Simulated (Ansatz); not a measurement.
Ansatz (a first-principles code) input (PBE0/6-31G*):

Ansatz 0.2 input:
```yaml
crystal:
  periodic: [false, false, false]
  atoms:
    - {symbol: C, position_ang: [0.58261007, 2.69898201, 0.27762983]}
    - {symbol: O, position_ang: [-0.47365806, 1.75413857, 0.24819419]}
    - {symbol: Ga, position_ang: [-0.25904899, 0.00214010, 0.01765815]}
    - {symbol: O, position_ang: [-1.72402864, -0.99385415, -0.00380560]}
    - {symbol: C, position_ang: [-1.68237737, -2.40443279, -0.17859820]}
    - {symbol: O, position_ang: [1.30101830, -0.84813829, -0.19388544]}
    - {symbol: C, position_ang: [2.57965723, -0.23833676, -0.19229997]}
    - {symbol: H, position_ang: [1.31876217, 2.47825689, 1.05752840]}
    - {symbol: H, position_ang: [1.10716004, 2.76173353, -0.68155798]}
    - {symbol: H, position_ang: [0.14823816, 3.67805511, 0.49023793]}
    - {symbol: H, position_ang: [-0.66555282, -2.79347755, -0.28170777]}
    - {symbol: H, position_ang: [-2.15184087, -2.88693357, 0.68308625]}
    - {symbol: H, position_ang: [-2.24811001, -2.67321970, -1.07500001]}
    - {symbol: H, position_ang: [2.82193303, 0.20762135, 0.77807465]}
    - {symbol: H, position_ang: [2.67177562, 0.53824953, -0.95868626]}
    - {symbol: H, position_ang: [3.32216109, -1.01107223, -0.40379297]}
basis:
  gaussian:
    orbitals: 6-31G*
hamiltonian:
  xc: {name: PBE0}
```

Output:

```
Functional definition: PBE0
integrals: 0.13 GiB planned
1412 factors; integrals over basis functions are off by at most 8.3e-4 eV
0.20 GiB of the device are held for the grids
1.37 GiB of device memory are held for the factors and their scratch space
mean field: 0.30 GiB planned
mean field evaluation 1: about -61740.9785 eV, gradient 7.8e1 eV
mean field evaluation 2: about -61723.5444 eV, gradient 1.3e2 eV
mean field evaluation 4: about -61752.3742 eV, gradient 4.5e0 eV
mean field evaluation 8: about -61752.7515 eV, gradient 1.2e0 eV
mean field evaluation 16: about -61752.7555 eV, gradient 1.3e-4 eV
mean field -61752.75550721 eV, -2269.3719073689 hartree, gradient 4.8e-5 eV, S^2 0.000000; 0 other end points of the search recorded, 0 dependent functions left out
reference -61752.75554214 eV, -2269.3719086527 hartree; 41, 41 occupied and 102, 102 virtual orbitals, 1412 factors
Total energy: -61752.75554214 eV, -2269.3719086527 hartree
```
